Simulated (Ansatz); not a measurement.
`C[Si](C)(C)C#Cc1cnc(-c2cnc(-c3cnc(-c4cnc(C#C[Si](C)(C)C)s4)s3)s2)s1` with charge +1. The state is a doublet with charge 1. Geometry r2SCAN-D4/def2-SVP, that of the neutral singlet; atoms count from 1.

Cartesian coordinates in Å:
```
C -4.9842 3.3389 -9.7577
Si -5.2816 4.5139 -8.3233
C -4.5309 6.1983 -8.6807
C -7.1177 4.6749 -7.9629
C -4.4563 3.8088 -6.8285
C -3.8986 3.3341 -5.8394
C -3.2589 2.7892 -4.7170
C -2.2116 1.8718 -4.6606
N -1.7860 1.5168 -3.4305
C -2.4687 2.1299 -2.4845
C -2.2382 1.9490 -1.0783
C -2.8750 2.5247 0.0168
N -2.4311 2.1538 1.2337
C -1.4417 1.2839 1.1357
C -0.7845 0.7243 2.2863
C -1.0800 1.0033 3.6190
N -0.3363 0.3644 4.5421
C 0.5570 -0.4278 3.9837
C 1.4831 -1.2294 4.7386
C 1.5698 -1.2826 6.1296
N 2.5092 -2.1007 6.6404
C 3.1874 -2.7136 5.6891
C 4.2355 -3.6322 5.8813
C 5.1516 -4.4363 6.0419
Si 6.5236 -5.6359 6.3643
C 6.0864 -6.5966 7.9161
C 8.1073 -4.6574 6.6092
C 6.6680 -6.7790 4.8824
S 2.6723 -2.2846 4.0518
S 0.5190 -0.4231 2.2231
S -0.9984 0.8689 -0.5114
S -3.7146 3.2139 -3.0816
H -5.4579 3.7216 -10.6773
H -5.4035 2.3415 -9.5503
H -3.9076 3.2174 -9.9575
H -4.6772 6.8882 -7.8343
H -3.4482 6.1219 -8.8695
H -4.9995 6.6502 -9.5711
H -7.2996 5.3411 -7.1045
H -7.5680 3.6964 -7.7320
H -7.6470 5.0949 -8.8346
H -1.7448 1.4490 -5.5530
H -3.6954 3.2434 -0.0674
H -1.8685 1.6999 3.9110
H 0.9170 -0.6978 6.7809
H 5.1450 -7.1544 7.7891
H 6.8812 -7.3215 8.1595
H 5.9650 -5.9231 8.7793
H 8.9516 -5.3365 6.8153
H 8.0175 -3.9606 7.4577
H 8.3573 -4.0678 5.7129
H 7.4780 -7.5111 5.0391
H 5.7341 -7.3390 4.7156
H 6.8945 -6.2171 3.9623
```

Single mean-field runs in def2-SVP are fitted with def2-universal-jkfit.

Estimate the Mulliken populations of the heavy atoms from the PBE0/def2-SVP orbitals of Ansatz.


| atom | charge (e) | spin (α − β) |
| --- | --- | --- |
| C1 | -0.32 | 0.00 |
| Si2 | 0.51 | -0.01 |
| C3 | -0.32 | 0.01 |
| C4 | -0.32 | 0.00 |
| C5 | -0.32 | 0.16 |
| C6 | 0.15 | -0.07 |
| C7 | -0.16 | 0.14 |
| C8 | 0.17 | 0.03 |
| N9 | -0.15 | 0.05 |
| C10 | -0.04 | -0.01 |
| C11 | -0.10 | 0.13 |
| C12 | 0.12 | 0.05 |
| N13 | -0.14 | 0.05 |
| C14 | -0.04 | 0.02 |
| C15 | -0.11 | 0.10 |
| C16 | 0.16 | 0.09 |
| N17 | -0.13 | 0.01 |
| C18 | -0.02 | 0.07 |
| C19 | -0.12 | 0.03 |
| C20 | 0.15 | 0.12 |
| N21 | -0.11 | -0.03 |
| C22 | -0.08 | 0.11 |
| C23 | 0.22 | -0.06 |
| C24 | -0.34 | 0.12 |
| Si25 | 0.51 | -0.01 |
| C26 | -0.32 | 0.00 |
| C27 | -0.32 | 0.01 |
| C28 | -0.32 | 0.00 |
| S29 | 0.21 | -0.03 |
| S30 | 0.20 | -0.03 |
| S31 | 0.25 | -0.03 |
| S32 | 0.22 | 0.00 |
Mulliken values depend strongly on the basis.

Where does the spin sit?

Summed by element: C 1.05, Si -0.02, N 0.08, S -0.10, H -0.01, of 1 unpaired in all. Largest on single atoms: C5 0.16, C7 0.14, C11 0.13.

And the Mayer bond orders between heavy atoms (over 0.3)?

C1–Si2 1.04 (1.88 Å); Si2–C3 1.04 (1.88 Å); Si2–C4 1.04 (1.88 Å); Si2–C5 0.79 (1.85 Å); C5–C6 2.67 (1.23 Å); C6–C7 1.10 (1.40 Å); C7–C8 1.35 (1.39 Å); C7–S32 1.15 (1.75 Å); C8–N9 1.43 (1.35 Å); N9–C10 1.59 (1.32 Å); C10–C11 1.22 (1.44 Å); C10–S32 1.10 (1.76 Å); C11–C12 1.34 (1.39 Å); C11–S31 1.16 (1.74 Å); C12–N13 1.47 (1.35 Å); N13–C14 1.56 (1.32 Å); C14–C15 1.22 (1.44 Å); C14–S31 1.10 (1.76 Å); C15–C16 1.34 (1.39 Å); C15–S30 1.14 (1.74 Å); C16–N17 1.45 (1.35 Å); N17–C18 1.58 (1.32 Å); C18–C19 1.21 (1.44 Å); C18–S30 1.10 (1.76 Å); C19–C20 1.35 (1.39 Å); C19–S29 1.13 (1.73 Å); C20–N21 1.43 (1.35 Å); N21–C22 1.57 (1.32 Å); C22–C23 1.03 (1.41 Å); C22–S29 1.10 (1.77 Å); C23–C24 2.67 (1.23 Å); C24–Si25 0.78 (1.85 Å); Si25–C26 1.05 (1.88 Å); Si25–C27 1.04 (1.88 Å); Si25–C28 1.04 (1.88 Å).
